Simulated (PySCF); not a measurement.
Ga(H)(F)(vinyl) (C₂H₄FGa), SMILES C=[CH][GaH][F]. Atoms are numbered in the order given.

```xyz
8

Ga     0.3106    -0.3990     0.0000
H      1.8594    -0.6680     0.0000
F     -0.6955    -1.8654     0.0000
C     -0.6629     1.2902     0.0000
C     -0.0073     2.4704     0.0000
H     -1.7678     1.2913     0.0000
H     -0.5362     3.4412     0.0000
H      1.0962     2.5309     0.0000
```
Charge 0, spin multiplicity 1.

Geometry: PBE-D3(BJ)/def2-SVP. The structure was generated by enumeration; whether it is a known compound was not checked. Other conformers were not sampled.

Level of theory: PBE-D3(BJ)/def2-SVP run with PySCF.

Frequencies are harmonic and unscaled.

Computed vibrational spectrum:
```tsv
mode	ν (cm⁻¹)	IR (km/mol)	moving atoms (share of kinetic energy)
1	76	1.2	C 44 %, H 28 %, F 21 %
2	112	6.0	F 43 %, Ga 23 %, C 19 %, H 15 %
3	274	5.4	C 60 %, H 18 %, F 12 %, Ga 9 %
4	395	2.4	H 93 %
5	507	73.1	H 70 %, C 22 %
6	554	81.2	C 43 %, H 38 %, Ga 18 %
7	610	65.4	H 71 %, C 19 %
8	670	45.1	F 74 %, Ga 19 %
9	958	28.0	H 72 %, C 28 %
10	962	8.0	H 87 %, C 13 %
11	1012	12.3	H 93 %
12	1211	5.6	H 72 %, C 28 %
13	1370	12.7	H 83 %, C 17 %
14	1602	11.2	C 84 %, H 16 %
15	1937	139.5	H 99 %
16	3036	15.0	H 95 %
17	3082	2.4	H 92 %, C 8 %
18	3125	8.1	H 89 %, C 11 %
```
